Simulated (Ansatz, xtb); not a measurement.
**Two structures of F2H2Si2**

We compare I, a singlet given by its coordinates, with II, `F[SiH](F)[SiH]`, a singlet. Both are isolated molecules in the gas phase, relaxed with B3LYP/6-31G*; the shapes shown needn't be the lowest conformers.

I (Å):

```xyz
6

F    -1.5875    0.5762    2.5915
F    -0.6670   -1.2733    4.0671
Si   -0.5177   -0.6198    2.6092
Si    0.0135   -1.8319    0.7615
H     0.4651   -0.6958   -0.1166
H     1.3173   -2.4024    1.2517
```

Close contacts (Å): F1–Si3 1.60, F2–Si3 1.60, Si3–Si4 2.27, Si4–H5 1.51, Si4–H6 1.51.

II (Å):

```xyz
6

F    -1.8308   -1.3221    2.2699
F    -0.0598   -0.0576    3.6595
Si   -0.3630   -0.6475    2.1871
Si    1.2089   -2.3472    1.5417
H    -0.4426    0.5326    1.2771
H     0.5122   -2.3888    0.1787
```

Estimate which is lower in electronic energy at CCSD(T)/def2-TZVP, and by roughly how much.

The CCSD(T)/def2-TZVP calculation puts structure I lower, by 2.6 kcal/mol.

The same difference at several levels:

| level | geometry | E(II) − E(I) (kcal/mol) | departure from the last row (kcal/mol) | job, with rough time for the two |
| --- | --- | --- | --- | --- |
| GFN2-xTB | GFN2-xTB | −9.1 | −11.7 | optimisation, 0.26 s |
| HF/STO-3G | GFN2-xTB | +2.6 | 0.0 | single point, 0.47 s |
| r2SCAN-D4/def2-SVP | GFN2-xTB | +8.5 | +5.8 | single point, 4.5 s |
| B3LYP/6-31G* | B3LYP/6-31G* | +4.5 | +1.9 | optimisation, 77 s |
| HF/def2-TZVP | B3LYP/6-31G* | −9.5 | −12.1 | part of the CCSD(T) run |
| MP2/def2-TZVP | B3LYP/6-31G* | +3.5 | +0.8 | part of the CCSD(T) run |
| CCSD(T)/def2-TZVP | B3LYP/6-31G* | +2.6 |  | single point, 93 s |

GFN2-xTB, HF/def2-TZVP put the two in the other order. The largest departure from CCSD(T)/def2-TZVP is that of HF/def2-TZVP, 12.1 kcal/mol.

With harmonic frequencies from B3LYP/6-31G* (ideal gas, rigid rotor, one conformer each, 298.15 K, 1 atm): on the last row, ΔE + ΔZPE = +2.7, ΔH = +2.8, ΔG = +2.4 kcal/mol.

The correlated steps freeze 12 core orbitals. Mirror images aren't counted in ΔG. Run with Ansatz 0.2.0, xtb 6.7.1; the last row on 1 thread of AMD EPYC 7R43 64-Core Processor (Zen 3) on a shared host.
